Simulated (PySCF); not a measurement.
C₂H₈Cl₂OSi₂, singlet, geometry from GFN2-xTB, atoms displaced at random by about 0.08 Å a coordinate; R2SCAN/STO-3G, gradient in PySCF.

Here is a job for PySCF.
```python
from pyscf import gto, scf, dft

mol = gto.Mole()
mol.atom = '''
    Si    1.056357   -0.184156   -0.275067
    Cl    1.996689   -0.308326    1.694182
    Cl    1.252833    1.764161   -0.757494
    Si   -1.278548   -0.631271   -0.153012
    C    -2.080590    0.239495   -1.769887
    C    -2.119143    0.044455    1.410665
    O    -1.471330   -2.092506   -0.170144
    H     1.778290   -0.986742   -1.088315
    H    -3.198259   -0.098669   -1.738664
    H    -1.569355    0.047035   -2.626850
    H    -1.988762    1.366578   -1.728835
    H    -1.896796    1.083250    1.573044
    H    -1.801817   -0.426370    2.404971
    H    -3.167148   -0.065265    1.377040
    H    -1.352454   -2.657621   -0.992915
'''
mol.basis = 'sto-3g'
mol.charge = 0
mol.spin = 0
mol.verbose = 4
mol.build()

mf = dft.RKS(mol)
mf.xc = 'r2scan'
mf.grids.level = 1
mf.kernel()
g = mf.nuc_grad_method()
g.grid_response = False
grad = g.kernel()
```

Output, abridged:

```
PySCF version 2.14.0

[INPUT] verbose = 4
[INPUT] num. atoms = 15
[INPUT] num. electrons = 90
[INPUT] charge = 0
[INPUT] spin (= nelec alpha-beta = 2S) = 0
[INPUT] symmetry False subgroup None
[INPUT] Mole.unit = angstrom
[INPUT] Symbol           X                Y                Z      unit          X                Y                Z       unit  Magmom
[...]
nuclear repulsion = 633.09686363345
number of shells = 37
number of NR pGTOs = 177
number of NR cGTOs = 59
basis = sto-3g
ecp = {}

******** <class 'pyscf.dft.rks.RKS'> ********
method = RKS
initial guess = minao
damping factor = 0
level_shift factor = 0
DIIS = <class 'pyscf.scf.diis.CDIIS'>
diis_start_cycle = 1
diis_space = 8
diis_damp = 0
SCF conv_tol = 1e-09
SCF conv_tol_grad = None
SCF max_cycles = 50
direct_scf = True
direct_scf_tol = 1e-13
XC library pyscf.dft.libxc version 7.1.2
    S. Lehtola, C. Steigemann, M. J. T. Oliveira, and M. A. L. Marques,  SoftwareX 7, 1–5 (2018)
XC functionals = r2scan
    J. W. Furness, A. D. Kaplan, J. Ning, J. P. Perdew, and J. Sun,  J. Phys. Chem. Lett. 11, 8208–8215 (2020)
    J. W. Furness, A. D. Kaplan, J. Ning, J. P. Perdew, and J. Sun,  J. Phys. Chem. Lett. 11, 9248–9248 (2020)
    J. W. Furness, A. D. Kaplan, J. Ning, J. P. Perdew, and J. Sun,  J. Phys. Chem. Lett. 11, 8208–8215 (2020)
    J. W. Furness, A. D. Kaplan, J. Ning, J. P. Perdew, and J. Sun,  J. Phys. Chem. Lett. 11, 9248–9248 (2020)
radial grids:
    Treutler-Ahlrichs [JCP 102, 346 (1995); DOI:10.1063/1.469408] (M4) radial grids

becke partition: Becke, JCP 88, 2547 (1988); DOI:10.1063/1.454033
pruning grids: <function nwchem_prune>
grids dens level: 1
symmetrized grids: False
atomic radii adjust function: <function treutler_atomic_radii_adjust>
small_rho_cutoff = 0
Set gradient conv threshold to 3.16228e-05
Initial guess from minao.
tot grids = 60776
init E= -1636.50929945327
[...]
cycle= 1 E= -1636.66503832428  delta_E= -0.156  |g|= 0.714  |ddm|= 4.55
[...]
cycle= 2 E= -1636.26069015874  delta_E= 0.404  |g|=  1.4  |ddm|= 3.43
[...]
cycle= 3 E= -1636.85698264763  delta_E= -0.596  |g|= 0.153  |ddm|= 2.47
[...]
cycle= 4 E= -1636.86419247291  delta_E= -0.00721  |g|= 0.0761  |ddm|= 0.398
[...]
cycle= 5 E= -1636.86610143927  delta_E= -0.00191  |g|= 0.0094  |ddm|= 0.125
[...]
cycle= 6 E= -1636.8661396783  delta_E= -3.82e-05  |g|= 0.00305  |ddm|= 0.0249
[...]
cycle= 7 E= -1636.86614294022  delta_E= -3.26e-06  |g|= 0.000387  |ddm|= 0.00524
[...]
cycle= 8 E= -1636.86614299703  delta_E= -5.68e-08  |g|= 8.19e-05  |ddm|= 0.000807
[...]
cycle= 9 E= -1636.86614299975  delta_E= -2.73e-09  |g|= 1.55e-05  |ddm|= 0.000198
[...]
cycle= 10 E= -1636.86614299987  delta_E= -1.17e-10  |g|= 3.43e-06  |ddm|= 3.93e-05
[...]
Extra cycle  E= -1636.86614299987  delta_E= -9.09e-13  |g|= 3.38e-06  |ddm|= 1.43e-05
converged SCF energy = -1636.86614299987

******** <class 'pyscf.grad.rks.Gradients'> for <class 'pyscf.dft.rks.RKS'> ********
unit = Eh/Bohr
grid_response = False
--------------- RKS gradients ---------------
         x                y                z
0 Si     0.0514915413    -0.0001005002    -0.0799634460
1 Cl     0.0108964627     0.0032469789     0.0271038857
2 Cl    -0.0092898130    -0.0351337030     0.0164781486
3 Si    -0.0246656604    -0.2152883947     0.0256022833
4 C     0.0529611849    -0.0256304408    -0.1032841260
5 C    -0.0466396769     0.0221751500    -0.0368938594
6 O     0.0319846681     0.2137620099     0.0103199828
7 H    -0.0380546369     0.0325097674     0.0387235925
8 H    -0.0462755302    -0.0184076622     0.0149354714
9 H    -0.0291915666     0.0350707070     0.0689053443
10 H     0.0128568781     0.0234072027    -0.0120872572
11 H    -0.0021795748    -0.0200168621     0.0060584871
12 H     0.0036976208    -0.0037912464     0.0350326306
13 H     0.0369565368     0.0032773412     0.0069730264
14 H     0.0001460173    -0.0098422375    -0.0084688678
----------------------------------------------
```
